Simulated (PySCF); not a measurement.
C₇H₁₅, SMILES C[CH]CCCCC, multiplicity 2.

The structure is a stationary point at B3LYP-D3(BJ)/def2-SVP. The isomer is the one that the SMILES or the coordinates give; other isomers of the formula were not compared. One conformer was computed; it need not be the lowest.

Method: TDA-B3LYP/def2-SVPD (PySCF).

Vertical excitations. Isolated molecule, no solvent.

| state | energy (eV) | λ (nm) | f | main pairs |
|---|---|---|---|---|
| root 1 | 4.70 | 264 | 0.002 | α HOMO→LUMO 68 %, α HOMO→LUMO+1 28 % |
| root 2 | 5.20 | 238 | 0.000 | α HOMO→LUMO+1 62 %, α HOMO→LUMO 28 % |
| root 3 | 5.29 | 235 | 0.007 | α HOMO→LUMO+3 59 %, α HOMO→LUMO+2 25 % |
| root 4 | 5.42 | 229 | 0.009 | α HOMO→LUMO+2 68 %, α HOMO→LUMO+3 23 % |
| root 5 | 5.77 | 215 | 0.006 | α HOMO→LUMO+4 74 % |
| root 6 | 5.99 | 207 | 0.010 | β HOMO→LUMO 73 % |
Unrestricted roots are not spin-pure.
